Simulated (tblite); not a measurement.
Compound: C7H6O2 (charge +1 and doublet state).
SMILES: `C[C+]1[CH]C(=O)C=CC1=O`

Method: GFN2-xTB as coded in tblite; computed harmonic values from a numerical Hessian at the method's own geometry, unscaled. The method is semi-empirical: single wavenumbers can be off by several per cent or more. Open shells enter through the occupations alone, without spin polarisation, and single modes of such species can be off by tens of per cent.

Harmonic wavenumbers (cm⁻¹): 30.0, 83.6, 135.0, 233.4, 286.2, 373.5, 384.8, 411.7, 484.0, 520.8, 548.7, 639.0, 668.9, 725.6, 755.0, 829.5, 832.3, 838.4, 937.5, 966.5, 984.5, 1036.8, 1106.9, 1146.9, 1190.1, 1196.8, 1342.1, 1371.0, 1411.9, 1625.8, 1655.6, 1766.3, 1791.6, 2981.1, 3007.0, 3012.0, 3023.7, 3031.2, 3057.9.

A = 3066, B = 1413, C = 975.6 MHz; mass 122.037 u (most abundant isotopes); point group C1, symmetry number 1; spin multiplicity 2.

Problem. What is the zero-point energy?

Solution. ½Σν̃ = 23212 cm⁻¹ = 277.68 kJ/mol.

Problem. Give the ideal-gas entropy at 298.15 K and 1 bar in the rigid-rotor, harmonic-oscillator model (classical rotation).

Solution. Translation 168.77, rotation 120.17, vibration 97.09, spin (R ln 2) 5.76: S = 391.8 J/(mol K).

Problem. And Cp and H(298.15 K) − H(0)?

Solution. Cp = 140.48 J/(mol K), of which vibrations give 107.22 (their classical limit is 39 R = 324.3); H(298.15 K) − H(0) = 25.14 kJ/mol without the zero-point energy, 15.22 from vibrations.

Problem. Blend soft modes into free rotors: weight 1/[1 + (100 cm⁻¹/ν̃)⁴] for the oscillator and the rest for a rotor with moment μB/(μ + B), μ = h/(8π²ν), B = 10⁻⁴⁴ kg m². What vibrational entropy results?

Solution. 87.31 J/(mol K) in place of 97.09, which changes −T·S at 298.15 K by +2.91 kJ/mol.

Problem. Which modes carry the vibrational entropy at 298.15 K?

Solution. 30.0 cm⁻¹: 24.39; 83.6 cm⁻¹: 15.92; 135.0 cm⁻¹: 12.02; 233.4 cm⁻¹: 7.75; 286.2 cm⁻¹: 6.26; 373.5 cm⁻¹: 4.46 J/(mol K); the other 33 give 26.29 together.

Problem. What must be added to the electronic energy to get the Gibbs energy at 298.15 K and 1 bar?

Solution. ZPE + [H(298.15 K) − H(0)] − T·S = 277.68 + 25.14 − 116.81 = 186.01 kJ/mol.

Hindered rotation and anharmonicity are outside this model. The structure is chiral; the term R ln 2 for an equal mix with its mirror image is left out.

Hardware: Arm Neoverse V2, one thread, shared host with 96 logical CPUs at a one-minute load of 19. Cost: 0.37 s wall. This covers the Hessian and the dipole derivatives.
